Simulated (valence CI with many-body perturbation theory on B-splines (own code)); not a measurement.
**Sb37+: key properties**

Computed by valence CI with perturbative core correlation (CI+MBPT): four valence electrons over a frozen Dirac-Fock core [Ne], a basis of 11 s, 11 p, 10 d, 8 f, 5 g, 2 h functions for each j, with the one-electron correlation potential Σ1 (screened to all orders), the two-electron term Σ2, the three-electron term Σ3, Breit, model QED; selected single and double excitations, second order for the rest, scaled by the run's own slope (own B-spline code, finite nucleus).

The last digits are not significant, and no measured levels were compared; by estimate large intervals hold to a few tenths of a per cent, small ones and those within an open d or f shell to about a per cent. Among the levels kept, up to 680 cm⁻¹ of a level comes from second order outside the variational space, and about a tenth of that is noise between levels of different J, which matters for small intervals.

Levels are named by their leading jj configuration (3d3/2^4 stands for four electrons in 3d with j = 3/2), which in mixed levels can hold well under half, so a name can repeat and another be missing.

Rates and lifetimes use the calculated energies. Strong lines usually hold to 10 to 20 %, long lifetimes can be off by a factor of two.

(1) What is the ground level?

(2) How well does LS coupling describe the low levels?

(3) Name the longest-lived excited levels whose lifetime is computed, and their main decay.

(4) What is the ionisation energy?

(5) Among levels below 575.51 eV, which E1 lines absorb most strongly from the ground level?

Answers

(1) (3s^2 3p1/2^2) J=0, composition 73 % 3s²3p² ³P + 25 % 3s²3p² ¹S.

(2) Among the lowest 20 levels the leading LS term, summed over configurations, holds 62 % on average. For single configurations the figures are 57 % in LS and 81 % in jj coupling. Terms mix most in the J = 2 level at 222.15 eV, where the leading one holds 33 %.

(3) (3s^2 3p1/2 3p3/2) J=2 at 61.26 eV lives 223 μs, mostly by E2 to (3s^2 3p1/2^2) J=0; (3s^2 3p3/2 3d5/2) J=4 at 269.02 eV lives 989 ns, mostly by M1 to (3s^2 3p1/2 3d5/2) J=3; (3s^2 3p1/2 3p3/2) J=1 at 55.34 eV lives 846 ns, mostly by M1 to (3s^2 3p1/2^2) J=0.

(4) 2569.6 eV; NIST lists 2567 ± 4 eV (theoretical).

(5) to (3s^2 3p1/2 3d3/2) J=1 at 5.756 nm, f = 0.619; to (3s 3p1/2^2 3p3/2) J=1 at 7.432 nm, f = 0.143; to (3s 3p1/2 3p3/2^2) J=1 at 5.409 nm, f = 0.0514.
